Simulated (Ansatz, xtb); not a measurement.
# GeH6SiSn: which of two isomers lies lower

Structure X: `[SiH3][Sn][GeH3]`, a singlet. Structure Y: `[SiH3][GeH2][SnH]`, a singlet. Both are isolated molecules in the gas phase, relaxed with r2SCAN-D4/def2-SVP; the shapes shown needn't be the lowest conformers.

X (Å):

```xyz
9

Ge    2.9956   -1.3243   -0.0560
Si   -0.5545   -1.1915    0.7142
Sn    1.6168   -1.1994    2.2424
H    -1.8332   -1.5140    1.4254
H    -0.6681    0.2236    0.2176
H    -0.4615   -2.0751   -0.4939
H     4.4608   -0.8523    0.0399
H     2.3506   -0.5978   -1.2551
H     3.0434   -2.8243   -0.4357
```

Y (Å):

```xyz
9

Ge    2.0530   -1.4878    0.9316
Si   -0.2443   -1.3383    0.2867
Sn    3.5965   -1.6789   -1.2479
H    -1.1583   -1.3522    1.4708
H    -0.6096   -2.4906   -0.5961
H    -0.4721   -0.0764   -0.4822
H     2.3433   -0.2202    1.7678
H     2.1769   -2.6890    1.8953
H     3.1840    0.0194   -1.5974
```

**Question.** Estimate E(Y) − E(X) at the level CCSD(T)/def2-SVP + ΔMP2/def2-TZVPP.

**Answer.** Too close to call at this level: CCSD(T)/def2-SVP + ΔMP2/def2-TZVPP gives E(Y) − E(X) = +1.34 kcal/mol.

How the difference moves with the method:

| level | geometry | E(Y) − E(X) (kcal/mol) | departure from the last row (kcal/mol) | job, with rough time for the two |
| --- | --- | --- | --- | --- |
| r2SCAN-D4/def2-SVP | r2SCAN-D4/def2-SVP | +1.72 | +0.38 | optimisation, 2.3 min |
| HF/def2-SVP | r2SCAN-D4/def2-SVP | +1.36 | +0.02 | part of the CCSD(T) run |
| MP2/def2-SVP | r2SCAN-D4/def2-SVP | +1.59 | +0.25 | part of the CCSD(T) run |
| CCSD(T)/def2-SVP | r2SCAN-D4/def2-SVP | +1.66 | +0.31 | single point |
| CCSD(T)/def2-SVP + ΔMP2/def2-TZVPP | r2SCAN-D4/def2-SVP | +1.34 |  | single point, 40 s |

As drawn, Y has 1 Ge–Si, 1 Sn–H in place of 1 Si–Sn, 1 Ge–H.

The largest departure from CCSD(T)/def2-SVP + ΔMP2/def2-TZVPP is that of r2SCAN-D4/def2-SVP, 0.38 kcal/mol. Levels run at GFN2-xTB geometries aren't shown. The last row adds to CCSD(T) the change of the MP2 difference between the two basis sets, here −0.31 kcal/mol.

With harmonic frequencies from r2SCAN-D4/def2-SVP (ideal gas, rigid rotor, one conformer each, 298.15 K, 1 atm): on the last row, ΔE + ΔZPE = +0.73 kcal/mol. A mode under 50 cm⁻¹ makes harmonic enthalpies and free energies unreliable, so none is given.

The correlated steps freeze 18 core orbitals; the filled d shell of Ge and Sn is correlated, in a basis made for valence electrons. Atoms past krypton carry core potentials in the def2 sets and no spin–orbit term is included. Programs: Ansatz 0.2.0; the last row on 2 threads of AMD EPYC 7R43 64-Core Processor (Zen 3) on a shared host.
